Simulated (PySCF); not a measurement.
# What a mistake does to a calculation on BGe2H5N cation

These are calculations, not measurements. The program is PySCF 2.14.0, an open-source quantum chemistry code, run on an isolated molecule that a program drew, which may never have been made. The molecule is BGe2H5N cation (charge +1, singlet), drawn as the SMILES string `[NH]=[GeH][BH][GeH2+]`.

Each row is a Hartree-Fock (HF) and frozen-core CCSD(T) single point in the cc-pVDZ basis, meant for a local HF minimum. Run 1 is clean. Each other run has one planted mistake out of seven kinds, and not every kind appears here: one electron removed, one electron added, multiplicity raised by two, geometry at a saddle point, minimal basis STO-3G, one bond length entered in bohr, all coordinates scaled. The reference is restricted for singlets and unrestricted otherwise, and also for a bond in bohr. Adding or removing an electron swaps singlet and doublet. Electrons count all cores. HOMO and LUMO are orbital energies over both spins, the gradient is its largest component, and the lowest frequency (negative if imaginary) is given only where the gradient is small. Bond lengths are over the 8 bonds as drawn. T1 is the CCSD diagnostic: over 0.02 (restricted) or 0.045 (unrestricted) a single reference is doubtful. Germanium has the cc-pVDZ-PP basis, with a core potential (ECP10MDF) in place of its 10 inner electrons, and its 3s, 3p and 3d shells are frozen in CCSD(T).

Geometry of the clean run:
```xyz
9
BGe2H5N cation, angstrom
N     0.9964   -2.5727    2.0956
Ge   -0.2304   -2.0342    1.0782
B    -0.1977    0.0376    1.1296
Ge   -1.3739    1.4158    0.1382
H     1.1051   -3.5760    2.1720
H    -1.2412   -2.7792    0.2239
H     0.6214    0.5433    1.8339
H    -2.6708    1.9648    0.7058
H    -1.0215    1.9833   -1.2253
```

```
run,electrons,basis functions,<S^2>,HOMO (eV),LUMO (eV),gradient (hartree/bohr),lowest frequency (cm^-1),mean bond (Å),longest bond (Å),T1,HF (hartree),CCSD(T) (hartree),mistake
1,80,99,0.000,-13.44,-5.71,2.2e-05,34,1.5726,2.073,0.0250,-668.41927,-668.90688,no fault
2,80,99,0.000,-13.07,-5.74,3.2e-02,-,1.6371,2.158,0.0267,-668.40622,-668.90429,all coordinates scaled
3,80,99,2.023,-11.00,-7.15,7.2e-02,-,1.5726,2.073,0.0196,-668.37711,-668.80575,multiplicity raised by two
4,81,99,1.330,-7.11,0.29,5.0e-02,-,1.5726,2.073,0.0629,-668.66897,-669.15216,one electron added
5,80,99,1.269,-11.22,-5.93,1.5e-02,-,1.8031,3.917,0.0695,-668.32625,-668.78710,one bond length entered in bohr
6,80,99,0.000,-13.38,-6.60,5.0e-05,-218,1.5808,2.142,0.0291,-668.41056,-668.89829,?
```

**Which mistake was planted in run 6, and what did it cost?**

The gradient is small, so the point is stationary, but the lowest frequency is imaginary (-218 cm^-1). So the mistake is: geometry at a saddle point. Subtracting run 1 and multiplying by 627.51 kcal/mol a hartree, the energy moved by 5.5 kcal/mol in HF and 5.4 kcal/mol in CCSD(T).

Cautions from the logs. Run 1: T1 is over the limit, so its CCSD(T) energy is less reliable; run 2: T1 is over the limit, so its CCSD(T) energy is less reliable; run 4: T1 is over the limit, so its CCSD(T) energy is less reliable; run 5: T1 is over the limit, so its CCSD(T) energy is less reliable; run 6: T1 is over the limit, so its CCSD(T) energy is less reliable.
